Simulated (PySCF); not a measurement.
PySCF input (PW6B95/def2-TZVPD):

```python
from pyscf import gto, scf, dft

mol = gto.M(
    atom='''
    P     0.05723658    0.01068448   -0.39752192
    O    -0.14842036   -0.02770597    1.03081540
    H     1.29230879    0.38539804   -0.96991434
    H    -0.96349456   -0.32401754   -1.31378017
    ''',
    basis='def2-tzvpd',
    charge=1,
    spin=0,
    verbose=4,
)

mf = dft.RKS(mol, xc='pw6b95').density_fit(auxbasis='def2-universal-jkfit')
mf.grids.level = 3
mf.conv_tol = 1e-9
mf.max_cycle = 100
mf.max_memory = 1500
mf.kernel()
if not mf.converged:
    mf = mf.newton()
    mf.kernel(mf.make_rdm1())
mf.analyze()
```

Output:

```
PySCF version 2.14.0

[INPUT] verbose = 4
[INPUT] num. atoms = 4
[INPUT] num. electrons = 24
[INPUT] charge = 1
[INPUT] spin (= nelec alpha-beta = 2S) = 0
[INPUT] symmetry False subgroup None
[INPUT] Mole.unit = angstrom
[INPUT] Symbol           X                Y                Z      unit          X                Y                Z       unit  Magmom
[INPUT]  1 P      0.057236580000   0.010684480000  -0.397521920000 AA    0.108161460507   0.020190740983  -0.751207557311 Bohr   0.0
[INPUT]  2 O     -0.148420360000  -0.027705970000   1.030815400000 AA   -0.280473831709  -0.052356695315   1.947958790984 Bohr   0.0
[INPUT]  3 H      1.292308790000   0.385398040000  -0.969914340000 AA    2.442109681468   0.728296744544  -1.832872466888 Bohr   0.0
[INPUT]  4 H     -0.963494560000  -0.324017540000  -1.313780170000 AA   -1.820740840908  -0.612304410155  -2.482684709185 Bohr   0.0

nuclear repulsion = 58.8411765898414
number of shells = 39
number of NR pGTOs = 146
number of NR cGTOs = 101
basis = def2-tzvpd
ecp = {}

******** <class 'pyscf.df.df_jk.DFRKS'> ********
method = DFRKS
initial guess = minao
damping factor = 0
level_shift factor = 0
DIIS = <class 'pyscf.scf.diis.CDIIS'>
diis_start_cycle = 1
diis_space = 8
diis_damp = 0
SCF conv_tol = 1e-09
SCF conv_tol_grad = None
SCF max_cycles = 100
direct_scf = False
XC library pyscf.dft.libxc version 7.1.2
    S. Lehtola, C. Steigemann, M. J. T. Oliveira, and M. A. L. Marques,  SoftwareX 7, 1–5 (2018)
XC functionals = pw6b95
    Y. Zhao and D. G. Truhlar,  J. Phys. Chem. A 109, 5656 (2005)
radial grids:
    Treutler-Ahlrichs [JCP 102, 346 (1995); DOI:10.1063/1.469408] (M4) radial grids

becke partition: Becke, JCP 88, 2547 (1988); DOI:10.1063/1.454033
pruning grids: <function nwchem_prune>
grids dens level: 3
symmetrized grids: False
atomic radii adjust function: <function treutler_atomic_radii_adjust>
small_rho_cutoff = 0
Set gradient conv threshold to 3.16228e-05
Initial guess from minao.
tot grids = 52880
******** <class 'pyscf.df.df.DF'> ********
auxbasis = def2-universal-jkfit
init E= -418.353724656326
  HOMO = -0.398082002833604  LUMO = -0.17445341233816  gap/eV = 6.08524
cycle= 1 E= -417.628760779018  delta_E= 0.725  |g|= 0.93  |ddm|=  1.6
  HOMO = -0.472638174297408  LUMO = -0.368651465995366  gap/eV = 2.82962
cycle= 2 E= -416.183206319915  delta_E= 1.45  |g|= 2.64  |ddm|= 2.05
  HOMO = -0.654746165209616  LUMO = -0.431901188272029  gap/eV = 6.06392
cycle= 3 E= -417.825151525615  delta_E= -1.64  |g|= 0.0892  |ddm|= 1.57
  HOMO = -0.625058678648429  LUMO = -0.40074167166167  gap/eV = 6.10398
cycle= 4 E= -417.826328784665  delta_E= -0.00118  |g|= 0.0687  |ddm|= 0.137
  HOMO = -0.635975354611524  LUMO = -0.406855114547106  gap/eV = 6.23468
cycle= 5 E= -417.82717856871  delta_E= -0.00085  |g|= 0.0194  |ddm|= 0.0362
  HOMO = -0.637351400346681  LUMO = -0.406031973441429  gap/eV = 6.29452
cycle= 6 E= -417.827257407534  delta_E= -7.88e-05  |g|= 0.0046  |ddm|= 0.0113
  HOMO = -0.637651173000307  LUMO = -0.40596137270785  gap/eV = 6.30460
cycle= 7 E= -417.827261629375  delta_E= -4.22e-06  |g|= 0.000524  |ddm|= 0.00274
  HOMO = -0.637664496983554  LUMO = -0.405919822894504  gap/eV = 6.30609
cycle= 8 E= -417.827261684853  delta_E= -5.55e-08  |g|= 6.9e-05  |ddm|= 0.000345
  HOMO = -0.637669185698549  LUMO = -0.405918643446228  gap/eV = 6.30625
cycle= 9 E= -417.827261685816  delta_E= -9.64e-10  |g|= 2.4e-06  |ddm|= 4.43e-05
  HOMO = -0.637668771852155  LUMO = -0.405918778266084  gap/eV = 6.30624
Extra cycle  E= -417.827261685813  delta_E= 3.18e-12  |g|= 5.26e-06  |ddm|= 4.4e-06
converged SCF energy = -417.827261685813
**** SCF Summaries ****
Total Energy =                        -417.827261685813255
Nuclear Repulsion Energy =              58.841176589841353
One-electron Energy =                 -685.740744468089019
Two-electron Energy =                  209.072306192434382
Two-electron Coulomb Energy =          241.753275573134260
DFT Exchange-Correlation Energy =      -32.680969380699885
HOMO-LUMO gap [eV] =                     6.306238535603101
**** MO energy ****
MO #1   energy= -77.8162417724112  occ= 2
MO #2   energy= -19.6176864045048  occ= 2
MO #3   energy= -7.04304832558035  occ= 2
MO #4   energy= -5.18319933227708  occ= 2
MO #5   energy= -5.17534173225821  occ= 2
MO #6   energy= -5.17477035422095  occ= 2
MO #7   energy= -1.34839988048714  occ= 2
MO #8   energy= -0.950894742784591 occ= 2
MO #9   energy= -0.778631243755441 occ= 2
MO #10  energy= -0.729982698439837 occ= 2
MO #11  energy= -0.693363697758419 occ= 2
MO #12  energy= -0.637668771852155 occ= 2
MO #13  energy= -0.405918778266084 occ= 0
MO #14  energy= -0.292473917988353 occ= 0
MO #15  energy= -0.246026972550823 occ= 0
MO #16  energy= -0.166543551896662 occ= 0
MO #17  energy= -0.147627163027135 occ= 0
MO #18  energy= -0.134376145322248 occ= 0
MO #19  energy= -0.0997975767914987 occ= 0
MO #20  energy= -0.0854595857271   occ= 0
MO #21  energy= -0.0580191897133894 occ= 0
MO #22  energy= -0.0505071070904883 occ= 0
MO #23  energy= -0.0186198079491586 occ= 0
MO #24  energy= -0.00861343393323938 occ= 0
MO #25  energy= 0.00256845013469703 occ= 0
MO #26  energy= 0.0346983436312102 occ= 0
MO #27  energy= 0.0490626051477508 occ= 0
MO #28  energy= 0.0696490497452012 occ= 0
MO #29  energy= 0.0744867744558348 occ= 0
MO #30  energy= 0.0756638988014509 occ= 0
MO #31  energy= 0.121578562233717  occ= 0
MO #32  energy= 0.123539904911181  occ= 0
MO #33  energy= 0.138668119635266  occ= 0
MO #34  energy= 0.142180419391798  occ= 0
MO #35  energy= 0.169626685789493  occ= 0
MO #36  energy= 0.174660052626193  occ= 0
MO #37  energy= 0.194460026559405  occ= 0
MO #38  energy= 0.224159538719562  occ= 0
MO #39  energy= 0.267850483955634  occ= 0
MO #40  energy= 0.283376392614745  occ= 0
MO #41  energy= 0.333315130411656  occ= 0
MO #42  energy= 0.34819226606768   occ= 0
MO #43  energy= 0.361922832239693  occ= 0
MO #44  energy= 0.378744464268864  occ= 0
MO #45  energy= 0.392050294459855  occ= 0
MO #46  energy= 0.4846347232731    occ= 0
MO #47  energy= 0.497901276853046  occ= 0
MO #48  energy= 0.523734234140649  occ= 0
MO #49  energy= 0.558370922098048  occ= 0
MO #50  energy= 0.663762664966309  occ= 0
MO #51  energy= 0.675354770720488  occ= 0
MO #52  energy= 0.756693943304377  occ= 0
MO #53  energy= 0.931026911477862  occ= 0
MO #54  energy= 0.933666875479148  occ= 0
MO #55  energy= 0.95226395557932   occ= 0
MO #56  energy= 0.98115918420673   occ= 0
MO #57  energy= 1.03688967347471   occ= 0
MO #58  energy= 1.04215550955324   occ= 0
MO #59  energy= 1.10860415643604   occ= 0
MO #60  energy= 1.10970449806631   occ= 0
MO #61  energy= 1.1750426276179    occ= 0
MO #62  energy= 1.20762790282786   occ= 0
MO #63  energy= 1.3007220726899    occ= 0
MO #64  energy= 1.391241851845     occ= 0
MO #65  energy= 1.43018974384276   occ= 0
MO #66  energy= 1.49458733512766   occ= 0
MO #67  energy= 1.52302271510413   occ= 0
MO #68  energy= 1.552577912915     occ= 0
MO #69  energy= 1.65502523412023   occ= 0
MO #70  energy= 1.67768570823616   occ= 0
MO #71  energy= 1.72616805368383   occ= 0
MO #72  energy= 1.77097618380644   occ= 0
MO #73  energy= 1.79603684962345   occ= 0
MO #74  energy= 1.94532410158745   occ= 0
MO #75  energy= 2.09237626245657   occ= 0
MO #76  energy= 2.16454570391976   occ= 0
MO #77  energy= 2.26324208340384   occ= 0
MO #78  energy= 2.43453247216951   occ= 0
MO #79  energy= 2.48480170641297   occ= 0
MO #80  energy= 2.59115476043455   occ= 0
MO #81  energy= 2.68537029738236   occ= 0
MO #82  energy= 2.79445934472343   occ= 0
MO #83  energy= 2.85155894670238   occ= 0
MO #84  energy= 3.54732519382808   occ= 0
MO #85  energy= 4.84541384061524   occ= 0
MO #86  energy= 4.85357191501857   occ= 0
MO #87  energy= 4.93922576090777   occ= 0
MO #88  energy= 4.98255279162837   occ= 0
MO #89  energy= 5.06878993343391   occ= 0
MO #90  energy= 5.12484855183305   occ= 0
MO #91  energy= 5.32929247163727   occ= 0
MO #92  energy= 6.11556719635395   occ= 0
MO #93  energy= 6.12486351428484   occ= 0
MO #94  energy= 6.33539346260537   occ= 0
MO #95  energy= 6.38803398409017   occ= 0
MO #96  energy= 6.69238186825636   occ= 0
MO #97  energy= 6.95803276864794   occ= 0
MO #98  energy= 7.09666887806455   occ= 0
MO #99  energy= 7.70017592417459   occ= 0
MO #100 energy= 15.2174056637097   occ= 0
MO #101 energy= 43.397913669112    occ= 0
 ** Mulliken pop on meta-lowdin orthogonal AOs  **
 ** Mulliken pop  **
pop of  0 P 1s            1.99990
pop of  0 P 2s            1.98986
pop of  0 P 3s            1.24148
pop of  0 P 4s            0.01377
pop of  0 P 5s            0.00131
pop of  0 P 6s            0.00039
pop of  0 P 2px           1.99990
pop of  0 P 2py           1.99983
pop of  0 P 2pz           1.99989
pop of  0 P 3px           0.96489
pop of  0 P 3py           0.66921
pop of  0 P 3pz           0.69620
pop of  0 P 4px           0.02328
pop of  0 P 4py           0.01181
pop of  0 P 4pz           0.01810
pop of  0 P 5px           0.00114
pop of  0 P 5py           0.00054
pop of  0 P 5pz           0.00552
pop of  0 P 6px           0.00073
pop of  0 P 6py           0.00025
pop of  0 P 6pz           0.00065
pop of  0 P 3dxy          0.00169
pop of  0 P 3dyz          0.01474
pop of  0 P 3dz^2         0.00559
pop of  0 P 3dxz          0.03310
pop of  0 P 3dx2-y2       0.00335
pop of  0 P 4dxy          0.00029
pop of  0 P 4dyz          0.00363
pop of  0 P 4dz^2         0.00199
pop of  0 P 4dxz          0.01094
pop of  0 P 4dx2-y2       0.00060
pop of  0 P 5dxy          0.00003
pop of  0 P 5dyz          0.00002
pop of  0 P 5dz^2         0.00119
pop of  0 P 5dxz          0.00022
pop of  0 P 5dx2-y2       0.00007
pop of  0 P 4f-3          0.00041
pop of  0 P 4f-2          0.00037
pop of  0 P 4f-1          0.00068
pop of  0 P 4f+0          0.00106
pop of  0 P 4f+1          0.00146
pop of  0 P 4f+2          0.00072
pop of  0 P 4f+3          0.00027
pop of  1 O 1s            1.99997
pop of  1 O 2s            1.76434
pop of  1 O 3s            0.00372
pop of  1 O 4s            0.00132
pop of  1 O 5s            0.00042
pop of  1 O 6s            0.00044
pop of  1 O 2px           1.73675
pop of  1 O 2py           1.36034
pop of  1 O 2pz           1.54450
pop of  1 O 3px           0.00789
pop of  1 O 3py           0.00228
pop of  1 O 3pz           0.00134
pop of  1 O 4px           0.00126
pop of  1 O 4py           0.00157
pop of  1 O 4pz           0.00095
pop of  1 O 5px           0.00028
pop of  1 O 5py           0.00035
pop of  1 O 5pz           0.00183
pop of  1 O 3dxy          0.00018
pop of  1 O 3dyz          0.00816
pop of  1 O 3dz^2         0.01412
pop of  1 O 3dxz          0.00948
pop of  1 O 3dx2-y2       0.00020
pop of  1 O 4dxy          0.00003
pop of  1 O 4dyz          0.00091
pop of  1 O 4dz^2         0.00259
pop of  1 O 4dxz          0.00165
pop of  1 O 4dx2-y2       0.00004
pop of  1 O 5dxy          0.00001
pop of  1 O 5dyz          0.00025
pop of  1 O 5dz^2         0.00031
pop of  1 O 5dxz          0.00027
pop of  1 O 5dx2-y2       0.00002
pop of  1 O 4f-3          0.00000
pop of  1 O 4f-2          0.00003
pop of  1 O 4f-1          0.00042
pop of  1 O 4f+0          0.00070
pop of  1 O 4f+1          0.00053
pop of  1 O 4f+2          0.00003
pop of  1 O 4f+3          0.00000
pop of  2 H 1s            0.87333
pop of  2 H 2s            0.01443
pop of  2 H 3s            0.00235
pop of  2 H 2px           0.00739
pop of  2 H 2py           0.00108
pop of  2 H 2pz           0.00170
pop of  2 H 3px           0.00126
pop of  2 H 3py           0.00109
pop of  2 H 3pz           0.00210
pop of  3 H 1s            0.87333
pop of  3 H 2s            0.01443
pop of  3 H 3s            0.00235
pop of  3 H 2px           0.00607
pop of  3 H 2py           0.00100
pop of  3 H 2pz           0.00310
pop of  3 H 3px           0.00145
pop of  3 H 3py           0.00110
pop of  3 H 3pz           0.00190
 ** Mulliken atomic charges  **
charge of    0P =      1.27893
charge of    1O =     -0.46947
charge of    2H =      0.09527
charge of    3H =      0.09527

WARN: System has nonzero charge 1; the dipole moment is origin-dependent.
Location of origin: [0. 0. 0.]

Dipole moment(X, Y, Z, Debye):  0.66674,  0.12447, -4.63081
```

It need not be the lowest isomer of its formula.
